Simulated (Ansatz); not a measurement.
`CB(F)C=O` + `C=CN[SiH3]` → `C=CN([SiH3])C=O` + `CBF`  (substitution at a C–B bond)

Isolated molecules relaxed with PBE0-D4/def2-TZVP in Ansatz; ΔE leaves out vibrations. CCSD(T)/CBS adds triple-zeta CCSD(T) − MP2 to the extrapolated MP2 energy (def2 sets, frozen cores). This one scheme is used for every species. Each species was taken in one conformer, which may not be the lowest.

```csv
level,ΔE (kJ/mol)
MP2/def2-TZVPP,-65.0
SCS-MP2/def2-QZVPP,-57.5
MP2/CBS(def2),-64.0
CCSD/CBS(def2),-52.9
```

Task: What does CCSD(T)/CBS give? (An estimate is asked.)

Result: Ansatz gave: -57.1 kJ/mol. The listed levels differ from it by -7.9, -0.4, -6.9, 4.2 kJ/mol.

Largest T1 diagnostic among the species: 0.015.

The D4 term adds −7.1 kJ/mol with B3LYP and −3.8 kJ/mol with PBE0; it sums over pairs of atoms, weighted by their polarisabilities, and B3LYP, whose exchange is more repulsive, gets the larger term. In def2-TZVPP, CCSD(T) changes the Hartree–Fock value by −8.4 kJ/mol (the triples alone add −4.2 kJ/mol) and MP2 by −15.3 kJ/mol.

B3LYP here is the variant with VWN-RPA as its local correlation; programs differ in this.
